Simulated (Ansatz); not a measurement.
Match the barriers

Saddle point of GeH₄Cl, doublet (GeH₃Cl ([Cl][GeH3]) + H → GeH₃ + HCl; bonds formed: Cl1–H3; bonds broken: Cl1–Ge2), PBE0-D4/def2-TZVP structure:

```
6
angstrom
Cl -0.9454 -1.1710 0.0048
Ge 0.5164 0.6397 -0.0029
H -1.9564 -2.4229 0.0109
H 0.7743 0.9958 -1.4719
H -0.1834 1.7777 0.7497
H 1.7946 0.1809 0.7093
```

Ansatz 0.2.0; basis: def2-TZVPP, with def2-QZVPP for the basis limit; cores frozen in the correlated methods; orbitals are unrestricted. Filled d shells of the heavier atoms are correlated. The def2 sets are not built for correlating such inner shells, so the correlated values are less sure here. B3LYP uses VWN-RPA correlation. Extrapolation: Hartree–Fock as exp(−7.88 √X), correlation as X^−2.97. Four methods, as single points on the PBE0-D4 structures, gave these electronic barriers from the start structure: 4.73, 7.00, 12.19, 27.14 kcal/mol.

(1) The methods were, in alphabetical order, B3LYP-D4, BHLYP-D4, HF, PBE-D4. Which gave which? (Judge from chemistry; the calculation decides.)

T1 diagnostic: at most 0.017. ⟨S²⟩ of the unrestricted Hartree–Fock references: 0.75 to 0.80 (a pure state has 0.75). The end structure is not quite a true minimum (one mode of 41i cm⁻¹).

## Answers

(1) The calculation gives: PBE-D4 4.73; B3LYP-D4 7.00; BHLYP-D4 12.19; HF 27.14 kcal/mol. For comparison, CCSD(T) at an estimated basis limit (MP2 extrapolated from triple and quadruple zeta, plus CCSD(T) − MP2 in triple zeta) gives 13.00 kcal/mol.

Radical steps of this kind take place in plasma deposition and etching.

Labels in which every atom is bracketed show which atoms are joined, not bond orders.

For scale, one of the runs: CCSD(T)/def2-TZVPP, 146 basis functions (an equivalent command: `ansatz run in.yaml --threads 4`). Time: 34 s of wall clock on 4 CPU threads; the host was shared. Peak host memory: 2 GiB.
